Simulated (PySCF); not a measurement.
C4H3BrClF. Atoms are numbered in the order given.

```xyz
10

C      0.1083    -2.7472     0.0000
C     -0.7099    -1.6913     0.0000
F     -2.0449    -1.8914     0.0000
C     -0.3662    -0.2641     0.0000
Br     1.4723     0.1924     0.0000
C     -1.3252     0.6810     0.0000
Cl    -1.0510     2.3762     0.0000
H      1.1876    -2.6135     0.0000
H     -0.3131    -3.7530     0.0000
H     -2.3755     0.3890     0.0000
```
Charge 0, spin multiplicity 1.

Geometry optimised at B3LYP-D3(BJ)/def2-SVP. The structure was generated by enumeration; whether it is a known compound was not checked. One conformer was computed; it need not be the lowest.

Level of theory: CAM-B3LYP/def2-TZVP (PySCF).

Symmetry labels are those of the subgroup Cs that the program uses (full group Cs).

### Question
List the valence orbital energies around the gap with their symmetry. (An estimate is asked for; the answer gives what the named calculation found.)

### Answer

```
orbital  symmetry  energy (eV)
-------  --------  -----------
HOMO−7         A'       -13.30
HOMO−6         A"       -12.83
HOMO−5         A'       -12.55
HOMO−4         A"       -11.16
HOMO−3         A'       -10.82
HOMO−2         A'        -9.98
HOMO−1         A"        -9.67
HOMO           A"        -8.36
LUMO           A"        -0.59
LUMO+1         A'         0.60
LUMO+2         A'         2.32
LUMO+3         A"         2.55
```
